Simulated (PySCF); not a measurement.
Job file and geometry (Å, from GFN2-xTB) of an NMR shielding run on `B/C(C#C)=C\CO[SiH3]`, C5H9BOSi, GIAO PBE0/pcSseg-1 NMR shielding, non-relativistic, gas phase in PySCF 2.14.0, density-fitted response routines; density fitting, a coarse starting grid and PySCF grid level 2 are the driver's defaults:

```
$ OMP_NUM_THREADS=1 python probes_run.py task.json out

{"job": {"kind": "nmr", "xc": "PBE0", "basis": "pcSseg-1"}, "charge": 0, "multiplicity": 1}
B     -0.457706     0.312028     1.017806
C     -1.320538     0.233879    -0.325225
C     -2.723129     0.163925    -0.374388
C     -3.924038     0.106670    -0.366764
C     -0.549039     0.251436    -1.414128
C      0.912604     0.337539    -1.116772
O      1.042863     0.244441     0.298279
Si     2.495408     0.299139     1.078056
H     -0.511339     1.358730     1.576052
H     -0.517361    -0.638195     1.723117
H     -4.971779     0.057185    -0.363503
H     -0.868972     0.217665    -2.444020
H      1.482652    -0.475531    -1.588275
H      1.340481     1.289539    -1.465285
H      2.191246    -0.208699     2.401543
H      2.991946     1.677203     1.060837
H      3.379703    -0.565462     0.292759
```

Task: Write the output of this run.

Result: 
```
coarse grid: 14808 points
cycle   1  E = -584.7679328382  dE =  1.168e+00  |g| = 5.654e-01  |ddm| = 3.941e+00
cycle   2  E = -584.7316107918  dE =  3.632e-02  |g| = 7.243e-01  |ddm| = 1.341e+00
cycle   3  E = -584.8405450118  dE = -1.089e-01  |g| = 1.450e-01  |ddm| = 7.507e-01
cycle   4  E = -584.8445830946  dE = -4.038e-03  |g| = 4.740e-02  |ddm| = 1.334e-01
cycle   5  E = -584.8449139662  dE = -3.309e-04  |g| = 2.918e-02  |ddm| = 5.964e-02
cycle   6  E = -584.8451199074  dE = -2.059e-04  |g| = 4.167e-03  |ddm| = 2.513e-02
cycle   7  E = -584.8451230095  dE = -3.102e-06  |g| = 2.311e-03  |ddm| = 5.938e-03
final grid: 138736 points
cycle   8  E = -584.9036510856  dE = -3.329e-05  |g| = 1.101e-02  |ddm| = 5.614e-02
cycle   9  E = -584.9036171572  dE =  3.393e-05  |g| = 1.671e-02  |ddm| = 1.973e-02
cycle  10  E = -584.9036750177  dE = -5.786e-05  |g| = 2.600e-03  |ddm| = 1.289e-02
cycle  11  E = -584.9036766709  dE = -1.653e-06  |g| = 6.253e-04  |ddm| = 2.377e-03
cycle  12  E = -584.9036767569  dE = -8.606e-08  |g| = 1.903e-04  |ddm| = 6.737e-04
cycle  13  E = -584.9036767652  dE = -8.314e-09  |g| = 6.507e-05  |ddm| = 2.301e-04
cycle  14  E = -584.9036767662  dE = -9.292e-10  |g| = 1.819e-05  |ddm| = 6.756e-05
converged SCF energy = -584.9036767662

GIAO shielding tensors (ppm)
atom      isotropic    diamagn.    paramagn.     s11        s22        s33       span
  0 B       91.704     185.760     -94.056     62.655     79.441    133.014     70.359
  1 C       38.837     263.322    -224.485    -68.684     30.332    154.863    223.547
  2 C      102.214     243.867    -141.653     -1.082      2.866    304.857    305.940
  3 C       92.968     259.602    -166.633     43.637     46.853    188.414    144.777
  4 C       54.539     253.659    -199.120    -57.650     94.017    127.248    184.898
  5 C      104.642     245.731    -141.090     61.394     98.146    154.385     92.991
  6 O      332.678     404.176     -71.498    277.839    346.417    373.779     95.940
  7 Si     370.901     879.202    -508.301    328.055    332.217    452.431    124.376
  8 H       27.673      30.045      -2.372     23.858     27.453     31.709      7.851
  9 H       27.701      30.588      -2.887     23.842     27.476     31.786      7.944
 10 H       28.675      34.328      -5.653     25.088     25.314     35.623     10.535
 11 H       25.858      31.185      -5.327     23.766     24.463     29.345      5.578
 12 H       26.703      29.683      -2.980     22.356     26.232     31.521      9.165
 13 H       26.662      28.826      -2.164     22.276     26.293     31.416      9.140
 14 H       26.559      28.494      -1.935     22.661     25.734     31.283      8.622
 15 H       26.791      28.090      -1.299     23.522     24.972     31.881      8.360
 16 H       26.880      28.412      -1.532     23.532     25.275     31.833      8.301
```

Size and cost of the density-fitted run: 188 basis functions, 27 s wall time on 1 thread of an Arm Neoverse V1, shared host; peak memory 0.84 GiB.
